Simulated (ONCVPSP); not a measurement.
Ranking ONCV potentials for Zn

All share these settings but for the change named:

Zn (Z = 30), optimised norm-conserving Vanderbilt (ONCV), made with ONCVPSP 4.0.1 (LDA (Perdew-Wang 92), scalar-relativistic). Core [Ne], reference 3s2 3p6 3d10 4s2. Waves: 3s+4s: rc 1.15 bohr, ncon 5, nbas 10, qcut 13.8 1/bohr, 2 projectors; 3p: rc 0.90 bohr, ncon 5, nbas 10, qcut 18.8 1/bohr, 2 projectors, debl 2.2 Ha; 3d: rc 0.75 bohr, ncon 3, nbas 8, qcut 24 1/bohr, 2 projectors, debl 1.2 Ha. Local part: polynomial inside 0.75 bohr (lpopt 5, dvloc0 2 Ha). Core correction: none.

In the p channel the program set the typed energies aside and used -3.060, 0.250 Ha.

Test errors are all-electron minus pseudo excitation energies from the reference, over 3s2 3p6 3d10 4s1; 3s2 3p6 3d10 4s0; 3s2 3p6 3d9 4s0; 3s1 3p6 3d10 4s2. None of these files shows a bound ghost.

The base gives 13.1 meV.

Of 10 variants that were run, those that failed, showed a ghost or another fault, or gave nearly equal values are left out.

A variant can come out equal or close to the base, since the largest error may sit in a test that the change hardly touches while other tests move.

(1) Rank these variants by their largest absolute test error, smallest first.
A. s: nbas 8
B. core correction Teter function, fcfact 3.25, rcfact 1.65
C. all radii scaled by about 1.16 (s 1.34, p 1.04, d 0.88 bohr); local potential polynomial inside 0.88 bohr (lpopt 5, dvloc0 2 Ha)
D. p: rc 1.14
E. functional PW91

Answers

(1) A (10.7 meV), D (13.8 meV), B (18.4 meV), E (29.4 meV), C (40.3 meV).
